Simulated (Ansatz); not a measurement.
# Relative stability

The two ends of one reaction step of GaSiH7S, singlet (PBE0-D4/def2-TZVP).

A:

```csv
atom,x (Å),y (Å),z (Å)
Ga1,-0.1559,-1.3231,-0.1018
Si2,1.4531,0.4622,-0.3215
H3,-0.8523,-1.9006,-1.3920
H4,-0.1853,-2.1815,1.2193
H5,-2.0074,1.1275,-0.3753
S6,-2.1572,0.1845,0.5710
H7,1.0096,1.4711,-1.3326
H8,1.6076,1.2164,0.9607
H9,2.8170,0.0163,-0.7268
H10,-1.5294,0.9272,1.4990
```

B:

Ga1  (-1.135, -1.297, -0.031)
Si2  (1.381, 0.850, -0.390)
H3  (-1.261, -1.650, -1.545)
H4  (-0.608, -2.223, 1.110)
H5  (0.911, -0.579, -0.336)
S6  (-2.096, 0.617, 0.557)
H7  (0.578, 1.578, -1.395)
H8  (1.252, 1.432, 0.964)
H9  (2.808, 0.790, -0.800)
H10  (-1.830, 0.482, 1.866)
(Å)

Computed with Ansatz 0.2.0 (basis: def2-TZVPP); correlated methods freeze the cores. Filled d shells of the heavier atoms are correlated. The def2 sets are not built for correlating such inner shells, so the correlated values are less sure here. B3LYP uses VWN-RPA correlation.

Q: Which structure is lower at CCSD(T), and by how much? (To be estimated.)

A: The calculation gives: B, by 12.31 kcal/mol (electronic energy, against the other). By their contacts, A is GaSiH₇S ([SiH3][GaH2][SH2]) and B is a complex of GaH₃S ([SH][GaH2]) + SiH₄.

All methods give the same order:

```
      method  E(B) − E(A) (kcal/mol)
       SPW92                   -7.86
      PBE-D4                   -9.52
     BLYP-D4                  -12.22
   r2SCAN-D4                  -11.31
      B97M-V                  -11.84
     PBE0-D4                  -10.28
    B3LYP-D4                  -12.56
  r2SCAN0-D4                  -11.71
    BHLYP-D4                  -13.68
CAM-B3LYP-D4                  -12.66
     wB97X-V                  -12.08
     wB97M-V                  -12.62
      B2PLYP                  -13.14
    PBE-QIDH                  -11.84
  RPA on PBE                  -11.94
          HF                  -16.91
         MP2                  -13.65
        CCSD                  -12.69
     CCSD(T)                  -12.31
```

No T1 diagnostic of these runs exceeds 0.013.

Labels in which every atom is bracketed show which atoms are joined, not bond orders.

For scale, one of the runs: CCSD(T)/def2-TZVPP, 230 basis functions, launched by `ansatz run in.yaml --threads 4 --pin off --events-out ev --progress --plain --max-ram 9574MiB`. Hardware: 4 CPU threads of an Arm Neoverse V1, shared host. Wall time 93 s; peak host memory 3.5 GiB.
